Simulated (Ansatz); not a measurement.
`CBBC` + `C[O][Ge]([OH])([O]C)[O]C` → `C[O][Ge]([O]C)([O]C)[O]C` + `BBC`  (substitution at a C–B bond)

Gas-phase electronic energies from Ansatz, PBE0-D4/def2-TZVP geometries. CCSD(T)/CBS adds triple-zeta CCSD(T) − MP2 to the extrapolated MP2 energy (def2 sets, frozen cores). DFT in def2-TZVPP. HSE06 is defined as in plane-wave codes. For Ge outer-core shells are correlated without core-valence functions, which leaves a few kJ/mol of doubt a bond. Scalar relativity is left out up to krypton. One conformer a species, not always the lowest.

```csv
level,ΔE (kcal/mol)
PBE0,25.5
HSE06,25.5
CCSD(T)/def2-TZVPP,23.6
HF/CBS(def2),21.5
```

Question: What does CCSD(T)/CBS give? (Best estimate.)

Answer: The calculation gave: +24.2 kcal/mol. The listed levels differ from it by 1.3, 1.3, -0.6, -2.7 kcal/mol.

Largest T1 diagnostic among the species: 0.012.

The D4 term adds −1.0 kcal/mol with B3LYP and −0.7 kcal/mol with PBE0; it sums over pairs of atoms, weighted by their polarisabilities, and B3LYP, whose exchange is more repulsive, gets the larger term. In def2-TZVPP, CCSD(T) changes the Hartree–Fock value by +2.0 kcal/mol (the triples alone add +0.1 kcal/mol) and MP2 by +3.5 kcal/mol. At CCSD(T), def2-SVP lies −2.8 kcal/mol from the extrapolated value and def2-TZVPP −0.6 kcal/mol.

B3LYP here is the variant with VWN-RPA as its local correlation; programs differ in this.
